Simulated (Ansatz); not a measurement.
Two members of one family (InCl3 adduct), computed with Ansatz in the gas phase; def2 core potentials for In, no spin–orbit coupling. The two geometries come from different levels. Binding counts from free atoms in the multiplicity of their measured ground term, without zero-point energy. A dash marks a value that wasn't run or was left out as unsound. The structures are stationary points that may keep the symmetry of their start. Remarks come from the PBE and PBE0 runs and from stability tests at other levels; not every state was tested. HOMO above LUMO (over both spins in singlets and doublets, within one spin in higher multiplets; at PBE or PBE0), or a gap under 0.15 eV within one spin, warns that the state may not be the lowest or that an electron is smeared out.

First: In(H2S)Cl3 (singlet, charge 0, B3LYP-D4/def2-SVP geometry).

| atom | x (Å) | y (Å) | z (Å) |
| --- | --- | --- | --- |
| In1 | 0.8964 | 0.3990 | -0.5530 |
| S2 | -0.9949 | -0.3145 | 1.3775 |
| H3 | -2.0269 | 0.1208 | 0.6142 |
| H4 | -1.0942 | -1.5782 | 0.8984 |
| Cl5 | 0.8124 | 2.7364 | -0.2883 |
| Cl6 | -0.3257 | -0.5539 | -2.3397 |
| Cl7 | 2.7328 | -0.8096 | 0.2909 |

| level | HOMO (eV) | LUMO (eV) | gap (eV) | vertical triplet (eV) | binding per atom (eV) |
| --- | --- | --- | --- | --- | --- |
| PBE-D4/def2-SVP | -7.17 | -3.05 | 4.12 | – | 2.71 |
| r2SCAN-D4/def2-TZVP | -7.85 | -3.10 | 4.75 | 4.62 | 2.72 |
| PBE0-D4/def2-SVP | -8.66 | -2.23 | 6.43 | – | 2.67 |
| PBE0-D4/def2-TZVP | -8.91 | -2.43 | 6.48 | 4.96 | 2.68 |
| ωB97M-V/def2-TZVP | -11.20 | -0.45 | 10.76 | – | 2.72 |

Remarks: gap within one spin near zero at PBE or PBE0 (triplet).

Second: In(pzH)Cl3 (singlet, charge 0, PBE-D4/def2-SVP geometry).

Cartesian coordinates in Å:
```
In 1.9229 -1.4979 -0.0766
N 0.1782 -0.0550 0.1708
C -0.2837 0.7596 1.1366
C -1.4418 1.4244 0.6839
C -1.6438 0.9544 -0.6178
N -0.6521 0.0739 -0.8776
H 0.2366 0.8251 2.0989
H -2.0528 2.1510 1.2296
H -2.4133 1.1822 -1.3629
H -0.4289 -0.4987 -1.7158
Cl 3.8511 -0.1465 0.0891
Cl 1.1651 -2.0093 -2.3154
Cl 1.5625 -3.1634 1.5572
```

Problem. What does the change do? Estimate second minus first.

Solution. 
```
              level  Δ HOMO (eV)  Δ LUMO (eV)  Δ gap (eV)  Δ vertical triplet (eV)  Δ binding per atom (eV)
    PBE-D4/def2-SVP         0.25         0.45        0.19                        –                     1.55
r2SCAN-D4/def2-TZVP         0.29         0.48        0.19                    -0.06                     1.34
   PBE0-D4/def2-SVP         0.28         0.50        0.22                        –                     1.47
  PBE0-D4/def2-TZVP         0.30         0.50        0.20                    -0.35                     1.41
  ωB97M-V/def2-TZVP         0.34         0.52        0.18                        –                     1.34
```

Remarks: gap within one spin near zero at PBE or PBE0 (triplet).
